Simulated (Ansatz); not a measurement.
`[OH][GeH2][NH][SiH](O)F` + `[SiH3]I` → `[OH][GeH2][I]` + `O[SiH](F)N[SiH3]`  (redistribution)

Computed with Ansatz on PBE0-D4/def2-TZVP structures; ΔE is electronic, products minus reactants. CCSD(T)/CBS is the MP2 limit (def2-TZVPP, def2-QZVPP) plus CCSD(T) − MP2 in def2-TZVPP, frozen cores. Functionals use def2-TZVPP. B3LYP here is the variant with VWN-RPA as its local correlation; programs differ in this. Elements past krypton have def2 core potentials. For Ge, I outer-core shells are correlated without core-valence functions, which leaves a few kJ/mol of doubt a bond. Scalar relativity is left out up to krypton. One conformer a species, not always the lowest.

`[OH][GeH2][NH][SiH](O)F`:

Z-matrix (Å, degrees):
```
Ge
N 1 1.819
O 1 1.799 2 103.6
H 1 1.536 2 109.1 3 -118.1
H 1 1.538 2 113.2 3 115.3
Si 2 1.714 1 125.4 3 -42.0
H 2 1.009 1 114.8 3 120.8
H 3 0.960 1 113.4 2 158.4
O 6 1.622 2 108.5 1 9.3
F 6 1.597 2 106.9 1 131.8
H 6 1.473 2 115.3 1 -111.7
H 9 0.970 6 114.9 2 30.3
```

`[SiH3]I`:

Z-matrix (Å, degrees):
```
Si
I 1 2.439
H 1 1.481 2 108.4
H 1 1.481 2 108.5 3 -120.0
H 1 1.481 2 108.5 3 120.0
```

`[OH][GeH2][I]`:

Z-matrix (Å, degrees):
```
Ge
I 1 2.517
O 1 1.769 2 109.6
H 1 1.528 2 109.4 3 -114.9
H 1 1.536 2 106.7 3 120.4
H 3 0.961 1 113.0 2 56.8
```

`O[SiH](F)N[SiH3]`:

Z-matrix (Å, degrees):
```
Si
F 1 1.597
N 1 1.705 2 103.7
O 1 1.628 2 111.6 3 122.1
H 1 1.472 2 108.1 3 -123.2
Si 3 1.737 1 128.4 2 -10.9
H 3 1.010 1 116.4 2 172.6
H 4 0.959 1 118.2 2 -67.5
H 6 1.486 3 112.2 1 73.5
H 6 1.484 3 111.0 1 -47.7
H 6 1.486 3 106.9 1 -167.4
```

```csv
level,ΔE (kJ/mol),difference from CCSD(T)/CBS
r2SCAN-D4,-24.8,-5.0
B3LYP-D4,-27.6,-7.8
ωB97X-V,-22.2,-2.4
ωB97M-V,-23.6,-3.8
PBE,-24.6,-4.8
r2SCAN,-25.3,-5.5
PBE0,-24.7,-4.9
MP2/def2-TZVPP,-19.7,0.1
CCSD/def2-TZVPP,-21.5,-1.7
CCSD(T)/def2-TZVPP,-19.3,0.5
HF/def2-QZVPP,-36.7,-16.9
MP2/def2-QZVPP,-20.5,-0.7
SCS-MP2/def2-QZVPP,-23.2,-3.4
HF/CBS(def2),-36.9,-17.1
MP2/CBS(def2),-20.2,-0.4
CCSD/CBS(def2),-22.0,-2.2
CCSD(T)/CBS,-19.8,0
```

Largest T1 diagnostic among the species: 0.012.

In def2-TZVPP, CCSD(T) changes the Hartree–Fock value by +16.2 kJ/mol (the triples alone add +2.2 kJ/mol) and MP2 by +15.7 kJ/mol. The D4 term adds +3.4 kJ/mol with B3LYP and +1.7 kJ/mol with PBE0; it sums over pairs of atoms, weighted by their polarisabilities, and B3LYP, whose exchange is more repulsive, gets the larger term.
